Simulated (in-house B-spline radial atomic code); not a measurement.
## O+: [He] 2s1 2p3 3d1 (an excited or competing configuration)

All numbers are computed (non-relativistic BLYP, spin-polarised, spherical fractional occupations; point nucleus) with an all-electron radial atomic-structure program (B-spline basis), not measured.

Effective charges: Z_r = [3n² - l(l+1)]/(2<r>) from the radius, Z_e = n√(-2ε) from the energy, and Slater's rules. Values are occupation-weighted means over spin.

| shell | electrons | ε (eV) | <r> (bohr) | Z_r | Z_e | Slater |
| --- | --- | --- | --- | --- | --- | --- |
| 1s | 2 | -548.56 | 0.1994 | 7.52 | 6.35 | 7.70 |
| 2s | 1 | -53.702 | 1.022 | 5.87 | 3.97 | 5.25 |
| 2p | 3 | -38.692 | 0.9914 | 5.04 | 3.37 | 5.25 |
| 3d | 1 | -4.431 | 4.722 | 2.22 | 1.71 | 2.00 |

The least bound orbital is 3d up at -4.431 eV, and it is also the most diffuse (<r> = 4.722 bohr).
